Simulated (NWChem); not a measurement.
AlHOBr₂; SMILES [OH][Al]([Br])[Br]

```xyz
5

Al     0.0000     0.0000     0.6771
Br    -1.9255     0.0000    -0.4629
Br     1.9255     0.0000    -0.4629
O      0.0000     0.0000     2.3254
H      0.0000     0.0000     3.2727
```
Atoms are numbered in this order, from 1.

This is a stationary point of PBE0/def2-SVP (NWChem), point group C2v. This build's default masses of Se (78.918 u) and Br (79.917 u) are each other's, which moves their modes by up to 0.6 %.

Q: Is it a minimum? If not, what does it relax to?

A: No. It has an imaginary frequency of 353i cm⁻¹. Following that mode (on a finer grid) lowers the energy by 2.1 kcal/mol and ends, with real frequencies alone, at point group Cs:
```xyz
5

Al    -0.0580     0.0000     0.7334
Br    -1.9355     0.0000    -0.4715
Br     1.9418     0.0000    -0.2802
O     -0.2032     0.0000     2.4144
H      0.5174     0.0000     3.0471
```
